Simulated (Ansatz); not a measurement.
`[NH2][Ga]([NH2])[F]` → F• + Ga• + 4 H• + 2 N•  (atomization)

Gas-phase electronic energies from Ansatz, PBE0-D4/def2-TZVP geometries. CCSD(T)/CBS adds triple-zeta CCSD(T) − MP2 to the extrapolated MP2 energy (def2 sets, frozen cores). This one scheme is used for every species, atoms too. Functionals use def2-TZVPP. B3LYP here is the variant with VWN-RPA as its local correlation; programs differ in this. No spin–orbit coupling; open shells (•) take unrestricted orbitals. Spin–orbit coupling would lower the free atoms: a little for F; clearly for Ga. For Ga outer-core shells are correlated without core-valence functions, so the limit isn't a true one: a few kJ/mol of doubt a bond, and 10 to 20 or more in all where bonds break to atoms. Scalar relativity is left out up to krypton. Each species was taken in one conformer, which may not be the lowest.

| level | ΔE (kJ/mol) |
| --- | --- |
| revPBE-D4 | 2619.7 |
| r2SCAN-D4 | 2641.0 |
| B3LYP-D4 | 2648.6 |
| r2SCANh-D4 | 2614.7 |
| ωB97X-V | 2674.4 |
| B3LYP | 2628.2 |
| HF/def2-TZVPP | 1746.7 |
| MP2/CBS(def2) | 2739.8 |

(1) What does CCSD(T)/CBS give? (An estimate is asked.)

Largest T1 diagnostic among the species: 0.013.

## Answers

(1) The calculation gave: +2676.2 kJ/mol. The listed levels differ from it by -56.5, -35.2, -27.6, -61.5, -1.8, -48.0, -929.5, 63.6 kJ/mol.

From BLYP to BHLYP (50 % exact exchange), in def2-TZVPP and without D4, ΔE moves by −110.8 kJ/mol: exact exchange takes away binding that semilocal exchange gives to molecules. Leaving LDA and LC-ωPBE aside and taking each functional with its dispersion term where it has one, the values, not all of them listed here, spread over 165.4 kJ/mol, from BHLYP-D4 to PBE-D4. LDA lies +388.5 kJ/mol from PBE without D4, its usual overbinding. At CCSD(T), def2-SVP lies −228.2 kJ/mol from the extrapolated value and def2-TZVPP −87.9 kJ/mol: correlation converges slowly with the basis, and small sets miss more of it in the bonded molecule than in its fragments.

For atomizations the MP2-based limit and the directly extrapolated one differ by several kJ/mol either way, and by 10 to 25 for some Ge, Se and Sn compounds, so smaller differences from it don't rank the levels.
